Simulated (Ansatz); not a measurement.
Total energies of Tl2H⁺ from Ansatz at PBE-D4/def2-TZVP, gas phase (1 Eh = 27.2114 eV = 2625.5 kJ/mol). The reference geometry is relaxed at PBE0-D4/def2-TZVP.

```xyz
3

Tl    1.5508   -1.2853   -0.7060
Tl   -1.5503    1.2859    0.7056
H    -0.0005   -0.0007    0.0004
```

| state | geometry | energy (Eh) |
| --- | --- | --- |
| charge 1 singlet | reference | -345.52733 |
| charge 0 doublet | reference | -345.70059 |
| charge 1 triplet | relaxed at PBE0-D4/def2-TZVP | -345.43219 |
| charge 1 quintet | relaxed at PBE0-D4/def2-TZVP | -345.22623 |

In the def2 sets Tl takes a core potential; there is no spin–orbit coupling.

(1) Work out the vertical electron affinity, to the doublet.

(2) Which of the charge 1 states is lowest, and how far above it are the others?

(1) E(charge 1 singlet) − E(charge 0 doublet) = -345.52733 − (-345.70059) = 0.17326 Eh = 4.71 eV.

(2) The singlet. triplet: -345.43219 − (-345.52733) = 0.09514 Eh = 249.8 kJ/mol; quintet: -345.22623 − (-345.52733) = 0.30110 Eh = 790.5 kJ/mol. The quintet has fallen apart, so its energy is that of loose fragments and no spin gap. The quintet differs in its bonds from the reference.

At PBE-D4/def2-TZVP the gap within one spin of the charge 0 doublet nearly closes, so an electron or hole may be smeared out by delocalisation error. 

The structure comes from a short search, and lower isomers may exist.
